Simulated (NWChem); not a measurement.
The numbers come from NWChem runs, not from measurements. System: HCl₃Si, charge 0, spin multiplicity 1, at a geometry optimised with PBE/def2-SVP. The structure started from a generated list of species. Level: RHF/def2-TZVP.

Job file:

```
start mol
memory heap 200 mb stack 900 mb global 1100 mb
geometry units angstroms nocenter noautoz
  Si     0.032625     0.509082     0.000000
  Cl    -0.980763    -0.116756     1.682329
  Cl    -0.980763    -0.116756    -1.682329
  Cl     1.927133    -0.303142     0.000000
  H      0.127922     1.995959     0.000000
  symmetry group Cs
end
basis spherical
  * library def2-tzvp
end
scf
  rhf
  nopen 0
  maxiter 100
  thresh 1e-7
  semidirect memsize 60000000 filesize 0
end
task scf energy
```

Output (cleaned and shortened):

```
             Northwest Computational Chemistry Package (NWChem) 7.3.0
             --------------------------------------------------------

                                NWChem Input Module
                                -------------------

 Scaling coordinates for geometry "geometry" by  1.889725989
 (inverse scale =  0.529177249)

 Turning off AUTOSYM since
 SYMMETRY directive was detected!

                             Geometry "geometry" -> ""
                             -------------------------

 Output coordinates in angstroms (scale by  1.889725989 to convert to a.u.)

  No.       Tag          Charge          X              Y              Z
 ---- ---------------- ---------- -------------- -------------- --------------
    1 Si                  14.0000     0.03262500     0.50908200     0.00000000
    2 Cl                  17.0000    -0.98076300    -0.11675600     1.68232900
    3 Cl                  17.0000    -0.98076300    -0.11675600    -1.68232900
    4 Cl                  17.0000     1.92713300    -0.30314200     0.00000000
    5 H                    1.0000     0.12792200     1.99595900     0.00000000

 Effective nuclear repulsion energy (a.u.)     333.8749194098

            Nuclear Dipole moment (a.u.)
            ----------------------------
        X                 Y               Z
 ---------------- ---------------- ----------------
    -0.0000170075    -0.0000207870     0.0000000000

      Symmetry information
      --------------------

 Group name             Cs
 Group number              2
 Group order               2
 No. of unique centers     4

      Symmetry unique atoms

     1    2    4    5


 Summary of "ao basis" -> "" (spherical)
 ------------------------------------------------------------------------------
       Tag                 Description            Shells   Functions and Types
 ---------------- ------------------------------  ------  ---------------------
 *                         def2-tzvp                  on all atoms

 Summary of "ao basis" -> "ao basis" (spherical)
 ------------------------------------------------------------------------------
       Tag                 Description            Shells   Functions and Types
 ---------------- ------------------------------  ------  ---------------------
 Si                        def2-tzvp                13       37   5s5p2d1f
 Cl                        def2-tzvp                13       37   5s5p2d1f
 H                         def2-tzvp                 4        6   3s1p

                                 NWChem SCF Module
                                 -----------------

  ao basis        = "ao basis"
  functions       =   154
  atoms           =     5
  closed shells   =    33
  open shells     =     0
  charge          =   0.00
  wavefunction    = RHF
  use symmetry    = T
  symmetry adapt  = T

 Summary of "ao basis" -> "ao basis" (spherical)
 ------------------------------------------------------------------------------
       Tag                 Description            Shells   Functions and Types
 ---------------- ------------------------------  ------  ---------------------
 Si                        def2-tzvp                13       37   5s5p2d1f
 Cl                        def2-tzvp                13       37   5s5p2d1f
 H                         def2-tzvp                 4        6   3s1p

      Symmetry analysis of basis
      --------------------------

        a'         92
        a"         62

 Forming initial guess at       0.2s
[...]
    31 a'         32 a'         33 a"         34 a'         35 a'
    36 a"         37 a'         38 a'         39 a'         40 a"
    41 a'         42 a'         43 a"

             Final eigenvalues
             -----------------

              1
    1 -104.8517
    2 -104.8517
    3 -104.8517
    4  -68.9101
    5  -10.5810
    6  -10.5810
    7  -10.5810
    8   -8.0476
    9   -8.0476
   10   -8.0476
   11   -8.0466
   12   -8.0466
   13   -8.0466
   14   -8.0466
   15   -8.0466
   16   -8.0466
   17   -6.2464
   18   -4.3538
   19   -4.3538
   20   -4.3526
   21   -1.1460
   22   -1.1072
   23   -1.1072
   24   -0.7246
   25   -0.5814
   26   -0.5750
   27   -0.5750
   28   -0.5054
   29   -0.5054
   30   -0.4813
   31   -0.4813
   32   -0.4754
   33   -0.4672
   34    0.1282
   35    0.1336
   36    0.1337
   37    0.1787
   38    0.2475
   39    0.2662
   40    0.2662
   41    0.2682
   42    0.3240
   43    0.3240

                       ROHF Final Molecular Orbital Analysis
                       -------------------------------------

 Vector   31  Occ=2.000000D+00  E=-4.813366D-01  Symmetry=a'
              MO Center=  5.5D-01, -1.6D-01,  1.3D-11, r^2= 4.5D+00
   Bfn.  Coefficient  Atom+Function         Bfn.  Coefficient  Atom+Function
  ----- ------------  ---------------      ----- ------------  ---------------
   127      0.301252  4 Cl py               126      0.273026  4 Cl px
    52      0.204105  2 Cl px                89      0.204105  3 Cl px
   130      0.194817  4 Cl py                53     -0.172458  2 Cl py
    90     -0.172458  3 Cl py               129      0.167764  4 Cl px

 Vector   32  Occ=2.000000D+00  E=-4.754136D-01  Symmetry=a'
              MO Center=  2.1D-02,  3.3D-01,  2.8D-14, r^2= 4.5D+00
   Bfn.  Coefficient  Atom+Function         Bfn.  Coefficient  Atom+Function
  ----- ------------  ---------------      ----- ------------  ---------------
   127      0.272549  4 Cl py                53      0.270545  2 Cl py
    90      0.270545  3 Cl py               150     -0.185186  5 H  s
   130      0.174804  4 Cl py                56      0.173868  2 Cl py
    93      0.173868  3 Cl py

 Vector   33  Occ=2.000000D+00  E=-4.671956D-01  Symmetry=a"
              MO Center= -1.0D-02, -1.6D-01,  4.6D-14, r^2= 4.9D+00
   Bfn.  Coefficient  Atom+Function         Bfn.  Coefficient  Atom+Function
  ----- ------------  ---------------      ----- ------------  ---------------
   128      0.328956  4 Cl pz                52     -0.284293  2 Cl px
    89      0.284293  3 Cl px               131      0.214519  4 Cl pz
    55     -0.185393  2 Cl px                92      0.185393  3 Cl px
    54     -0.164465  2 Cl pz                91     -0.164465  3 Cl pz

 Vector   34  Occ=0.000000D+00  E= 1.281700D-01  Symmetry=a'
              MO Center=  1.6D-02,  2.5D-01, -1.7D-14, r^2= 5.5D+00
   Bfn.  Coefficient  Atom+Function         Bfn.  Coefficient  Atom+Function
  ----- ------------  ---------------      ----- ------------  ---------------
     5      1.513038  1 Si s                151     -0.656726  5 H  s
     4      0.636655  1 Si s                129      0.472063  4 Cl px
    42     -0.440586  2 Cl s                 79     -0.440586  3 Cl s
   116     -0.440541  4 Cl s                 57      0.412472  2 Cl pz
    94     -0.412472  3 Cl pz                 3     -0.332087  1 Si s

 Vector   35  Occ=0.000000D+00  E= 1.336488D-01  Symmetry=a'
              MO Center= -3.8D-02,  7.6D-01,  6.4D-11, r^2= 5.3D+00
   Bfn.  Coefficient  Atom+Function         Bfn.  Coefficient  Atom+Function
  ----- ------------  ---------------      ----- ------------  ---------------
    18      1.347428  1 Si px               116     -0.742270  4 Cl s
    42      0.371108  2 Cl s                 79      0.371108  3 Cl s
    15      0.308344  1 Si px               129      0.295920  4 Cl px
    57     -0.286773  2 Cl pz                94      0.286773  3 Cl pz
   130     -0.267254  4 Cl py                55     -0.176057  2 Cl px

 Vector   36  Occ=0.000000D+00  E= 1.336501D-01  Symmetry=a"
              MO Center=  1.3D-01,  7.5D-01, -9.2D-11, r^2= 5.3D+00
   Bfn.  Coefficient  Atom+Function         Bfn.  Coefficient  Atom+Function
  ----- ------------  ---------------      ----- ------------  ---------------
    20      1.350208  1 Si pz                42     -0.642821  2 Cl s
    79      0.642821  3 Cl s                131     -0.349925  4 Cl pz
    17      0.308976  1 Si pz                55     -0.299929  2 Cl px
    92      0.299929  3 Cl px                56     -0.195797  2 Cl py
    93      0.195797  3 Cl py

 center of mass
 --------------
 x =  -0.00227252 y =  -0.03545470 z =   0.00000000

 moments of inertia (a.u.)
 ------------------
         761.798052581845          41.785361820131           0.000000000000
          41.785361820131        1411.025649640370           0.000000000000
           0.000000000000           0.000000000000         759.111925774003

  Mulliken analysis of the total density
  --------------------------------------

    Atom       Charge   Shell Charges
 -----------   ------   -------------------------------------------------------
    1 Si  14    13.19   2.00  0.58  1.39  0.82  0.15  4.12  1.73  0.49  1.12  0.11  0.22  0.37  0.09
    2 Cl  17    17.27   2.01  0.45  1.52  1.08  0.86  4.18  1.69  1.07  2.90  1.47  0.01  0.03  0.00
    3 Cl  17    17.27   2.01  0.45  1.52  1.08  0.86  4.18  1.69  1.07  2.90  1.47  0.01  0.03  0.00
    4 Cl  17    17.27   2.01  0.45  1.52  1.08  0.86  4.18  1.69  1.07  2.90  1.47  0.01  0.03  0.00
    5 H    1     1.00   0.24  0.55  0.20  0.01

       Multipole analysis of the density wrt the origin
       ------------------------------------------------

     L   x y z        total         open         nuclear
     -   - - -        -----         ----         -------
     0   0 0 0     -0.000000      0.000000     66.000000

     1   1 0 0      0.026385      0.000000     -0.000017
     1   0 1 0      0.411830      0.000000     -0.000021
     1   0 0 1     -0.000000      0.000000      0.000000

     2   2 0 0    -39.214403      0.000000    342.361645
     2   1 1 0      0.127729      0.000000    -19.819854
     2   1 0 1      0.000000      0.000000      0.000000
     2   0 2 0    -37.229744      0.000000     34.417411
     2   0 1 1      0.000000      0.000000      0.000000
     2   0 0 2    -39.222567      0.000000    343.635839

 Task  times  cpu:       11.0s     wall:       11.0s

 Total times  cpu:       11.0s     wall:       11.0s
```
